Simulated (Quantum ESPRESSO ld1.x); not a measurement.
Te III, configuration [Kr] 4d9.75 5s2 5p2 4f0.25 (fractional occupations, a model configuration). Method: scalar-relativistic Kohn-Sham, LDA (Slater exchange, VWN5 correlation), spin-polarised, spherical densities, point nucleus; open shells are filled with parallel spins first; computed with ld1.x of Quantum ESPRESSO 7.5.

Unscreened Slater integrals over Kohn-Sham orbitals (cm^-1). They are taken over the spin-up orbitals.

integral,value
"F0(4f,4f)",44464
"F2(4f,4f)",20338
"F4(4f,4f)",12703
"F6(4f,4f)",9134.4
"F0(4f,5p)",56701
"F2(4f,5p)",22394
"G2(4f,5p)",17235
"G4(4f,5p)",11465
"F0(4f,5s)",58641
"G3(4f,5s)",11676
"F0(4f,4d)",63427
"F2(4f,4d)",11551
"F4(4f,4d)",5314.5
"G1(4f,4d)",8989.8
"G3(4f,4d)",5183.9
"G5(4f,4d)",3547.4
"F0(5p,5p)",86420
"F2(5p,5p)",46875
"F0(5p,5s)",92809
"G1(5p,5s)",61735
"F0(5p,4d)",107690
"F2(5p,4d)",30478
"G1(5p,4d)",9951.4
"G3(5p,4d)",9144.7
"F0(5s,5s)",101420
"F0(5s,4d)",123550
"G2(5s,4d)",16061
"F0(4d,4d)",205470
"F2(4d,4d)",103620
"F4(4d,4d)",68568

Derived for the open shells (J is the average intra-shell exchange parameter used in DFT+U). 4d: Racah B = F2/49 - 5 F4/441 = 1337 cm^-1, C = 35 F4/441 = 5442 cm^-1, C/B = 4.07, F4/F2 = 0.662, J = (F2 + F4)/14 = 12300 cm^-1. 5p: J = F2/5 = 9375 cm^-1. 4f: F4/F2 = 0.625, F6/F2 = 0.449, J = (286 F2 + 195 F4 + 250 F6)/6435 = 1644 cm^-1.
